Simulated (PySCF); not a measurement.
# [SmH3(NH3)]− at several levels of theory

Computed with PySCF 2.14.0 (density fitting, no spin-orbit coupling) at the geometry relaxed with PBE0:

```xyz
8
[SmH3(NH3)]− (singlet in the valence; each metal's 4f electrons, 6 of them, lie in its core potential, out of spins and levels; a saddle point, relaxed within its symmetry)
Sm    0.0721   -0.0670    0.2646
H     1.4179    1.5014    1.4145
H    -1.5284   -1.3831    1.4031
H     0.6258   -0.6343   -1.9980
N    -1.4438    1.4431   -1.4519
H    -2.1794    2.1433   -1.3683
H    -0.6820    1.8334   -2.0076
H    -1.7964    0.6632   -2.0092
```

```csv
level,basis,state,HOMO (eV),gap (eV),charge on Sm1 (e),population of f-type functions on Sm1 (polarisation alone where 4f lies in the core),dipole about the centre of mass (D),largest force component (eV/Å)
PBE0,"Sm lcecp-0-SVP with ECP52, H def2-SVP, N def2-SVP",singlet,–,–,-0.20,0.01,5.05,0.01
BLYP,the same,singlet,–,–,-0.38,0.01,4.96,0.45
PBE0,"Sm lcecp-0-TZVP with ECP52, H def2-TZVP, N def2-TZVP",singlet,–,–,0.24,0.01,4.70,0.34
```

In the lcecp rows the 4f levels are missing from HOMO and gap, and the state counts the valence alone.

Charges are Mulliken's, which hang on the basis. The relaxation used the grid (50, 194), these runs (75, 302) or, all-electron (x2c bases, spin-free X2C Hamiltonian), (99, 590).

Q: What does HF with Sm lcecp-0-SVP with ECP52, H def2-SVP, N def2-SVP give here?

A: state singlet, charge on Sm1 (e) 0.17, population of f-type functions on Sm1 (polarisation alone where 4f lies in the core) 0.01, dipole about the centre of mass (D) 5.19, largest force component (eV/Å) 0.81. Time: 2 s on 2 threads of Intel(R) Xeon(R) Platinum 8259CL CPU @ 2.50GHz (Skylake/Cascade Lake) (shared host), from an already converged density.

An lcecp potential fixes the number of 4f electrons, so in runs with it no electron can move into or out of that shell.
